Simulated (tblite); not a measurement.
Parent: `[Cl:1][SiH2:2][C:3]1=[C:4]([Cl:5])[CH2:6][CH2:7]1` with Cl1–Si2–C3–C4 180°, C4H6Cl2Si.

Structures optimised with GFN2-xTB, isolated species. One conformer each, not checked by frequencies here.

```tsv
coordinate of the parent	value
Cl1–Si2	2.020 Å
Si2–C3	1.869 Å
C3=C4	1.340 Å
C4–Cl5	1.703 Å
C4–C6	1.497 Å
C6–C7	1.548 Å
C3–C7	1.522 Å
Cl1–Si2–C3	106.3°
Si2–C3–C4	135.3°
Si2–C3–C7	133.2°
C4–C3–C7	91.5°
C3–C4–Cl5	133.3°
C3–C4–C6	96.4°
Cl5–C4–C6	130.3°
C4–C6–C7	84.8°
C3–C7–C6	87.2°
```

Question: How does the shared frame change in `[CH2:1]=[CH:2][Si@H:3]([Cl:4])[C:5]1=[C:6]([Cl:7])[CH2:8][CH2:9]1` with C1–C2–Si3–Cl4 145°, C2–Si3–C5–C6 -77°, C6H8Cl2Si? Atoms pair as Cl1 = Cl4, Si2 = Si3, C3 = C5, C4 = C6, Cl5 = Cl7, C6 = C8, C7 = C9 (parent first).

Answer: 
```tsv
parent	relative	value in the relative	change
Cl1–Si2	Cl4–Si3	2.030 Å	+0.010
Si2–C3	Si3–C5	1.871 Å	+0.002
C3=C4	C5=C6	1.339 Å	-0.001
C4–Cl5	C6–Cl7	1.705 Å	+0.002
C4–C6	C6–C8	1.497 Å	0.000
C6–C7	C8–C9	1.548 Å	0.000
C3–C7	C5–C9	1.521 Å	-0.001
Cl1–Si2–C3	Cl4–Si3–C5	106.9°	+0.6
Si2–C3–C4	Si3–C5–C6	135.2°	-0.1
Si2–C3–C7	Si3–C5–C9	133.3°	+0.1
C4–C3–C7	C6–C5–C9	91.5°	0.0
C3–C4–Cl5	C5–C6–Cl7	133.4°	+0.1
C3–C4–C6	C5–C6–C8	96.5°	+0.1
Cl5–C4–C6	Cl7–C6–C8	130.1°	-0.2
C4–C6–C7	C6–C8–C9	84.8°	0.0
C3–C7–C6	C5–C9–C8	87.3°	+0.1
```

Of the parent's bonds, Cl1–Si2 changes most (+0.010 Å). Bonds of the relative outside the shared frame: C1=C2 1.325, C2–Si3 1.887 Å. Point group Cs → C1.

Question: How does the shared frame change in `[CH2:1]=[CH:2][CH2:3][Si@H:4]([Cl:5])[C:6]1=[C:7]([Cl:8])[CH2:9][CH2:10]1` with C1–C2–C3–Si4 -107°, C2–C3–Si4–Cl5 60°, C3–Si4–C6–C7 -37°, C7H10Cl2Si? Atoms pair as Cl1 = Cl5, Si2 = Si4, C3 = C6, C4 = C7, Cl5 = Cl8, C6 = C9, C7 = C10 (parent first).

Answer: 
```
    parent    relative  value in the relative  change
   Cl1–Si2     Cl5–Si4                2.022 Å  +0.002
    Si2–C3      Si4–C6                1.871 Å  +0.002
     C3=C4       C6=C7                1.340 Å   0.000
    C4–Cl5      C7–Cl8                1.704 Å  +0.001
     C4–C6       C7–C9                1.497 Å   0.000
     C6–C7      C9–C10                1.548 Å   0.000
     C3–C7      C6–C10                1.521 Å  -0.001
Cl1–Si2–C3  Cl5–Si4–C6                 106.9°    +0.6
 Si2–C3–C4   Si4–C6–C7                 135.4°    +0.1
 Si2–C3–C7  Si4–C6–C10                 133.1°    -0.1
  C4–C3–C7   C7–C6–C10                  91.5°     0.0
 C3–C4–Cl5   C6–C7–Cl8                 133.6°    +0.3
  C3–C4–C6    C6–C7–C9                  96.4°     0.0
 Cl5–C4–C6   Cl8–C7–C9                 129.9°    -0.4
  C4–C6–C7   C7–C9–C10                  84.8°     0.0
  C3–C7–C6   C6–C10–C9                  87.3°    +0.1
```

No shared bond changes by more than 0.004 Å. Bonds of the relative outside the shared frame: C1=C2 1.320, C2–C3 1.492, C3–Si4 1.914 Å. Point group Cs → C1.

Question: How does the shared frame change in `[CH3:1][Si@@H:2]([Cl:3])[C:4]1=[C:5]([Cl:6])[CH2:7][CH2:8]1` with C1–Si2–C4–C5 34°, C5H8Cl2Si? Atoms pair as Cl1 = Cl3, Si2 = Si2, C3 = C4, C4 = C5, Cl5 = Cl6, C6 = C7, C7 = C8 (parent first).

Answer: 
| parent | relative | value in the relative | change |
| --- | --- | --- | --- |
| Cl1–Si2 | Cl3–Si2 | 2.030 Å | +0.010 |
| Si2–C3 | Si2–C4 | 1.872 Å | +0.003 |
| C3=C4 | C4=C5 | 1.340 Å | 0.000 |
| C4–Cl5 | C5–Cl6 | 1.703 Å | 0.000 |
| C4–C6 | C5–C7 | 1.497 Å | 0.000 |
| C6–C7 | C7–C8 | 1.548 Å | 0.000 |
| C3–C7 | C4–C8 | 1.521 Å | -0.001 |
| Cl1–Si2–C3 | Cl3–Si2–C4 | 106.7° | +0.4 |
| Si2–C3–C4 | Si2–C4–C5 | 135.6° | +0.3 |
| Si2–C3–C7 | Si2–C4–C8 | 132.9° | -0.3 |
| C4–C3–C7 | C5–C4–C8 | 91.5° | 0.0 |
| C3–C4–Cl5 | C4–C5–Cl6 | 133.7° | +0.4 |
| C3–C4–C6 | C4–C5–C7 | 96.5° | +0.1 |
| Cl5–C4–C6 | Cl6–C5–C7 | 129.8° | -0.5 |
| C4–C6–C7 | C5–C7–C8 | 84.8° | 0.0 |
| C3–C7–C6 | C4–C8–C7 | 87.3° | +0.1 |

Of the parent's bonds, Cl1–Si2 changes most (+0.010 Å). Bonds of the relative outside the shared frame: C1–Si2 1.896 Å. Point group Cs → C1.

The numbers are calculated, not measured.
